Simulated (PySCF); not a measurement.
PySCF 2.14 output of a UHF calculation on a single atom or ion in x2c-TZVPPall, with the spin-free X2C one-electron Hamiltonian (Gaussian nucleus):

```
SCF conv_tol = 1e-09
number electrons alpha = 14  beta = 12
cycle= 1 E= -1391.56679874212  delta_E= -0.00678  |g|= 0.0325  |ddm|= 0.032
cycle= 2 E= -1391.56694505289  delta_E= -0.000146  |g|= 0.00586  |ddm|= 0.00552
cycle= 3 E= -1391.56695212115  delta_E= -7.07e-06  |g|= 0.00315  |ddm|= 0.00238
cycle= 4 E= -1391.56695415624  delta_E= -2.04e-06  |g|= 0.000846  |ddm|= 0.000966
cycle= 5 E= -1391.56695497528  delta_E= -8.19e-07  |g|= 0.000184  |ddm|= 0.00104
cycle= 6 E= -1391.56695500512  delta_E= -2.98e-08  |g|= 3.72e-05  |ddm|= 0.000212
cycle= 7 E= -1391.56695500631  delta_E= -1.19e-09  |g|= 6.17e-06  |ddm|= 3.75e-05
cycle= 8 E= -1391.56695500635  delta_E= -3.73e-11  |g|= 6.56e-07  |ddm|= 6.97e-06
converged SCF energy = -1391.56695500635  <S^2> = 2.0052274  2S+1 = 3.0034829
```

The run itself started from symmetry-adapted Hartree-Fock orbitals and held the occupation by maximum overlap, so the iterations belong to that start.

**Question.** Which element, charge and spin multiplicity is this?

**Answer.** Co⁺ (cobalt, charge +1), multiplicity 3; the state was [Ar] 3d8, high-spin 3F determinant.
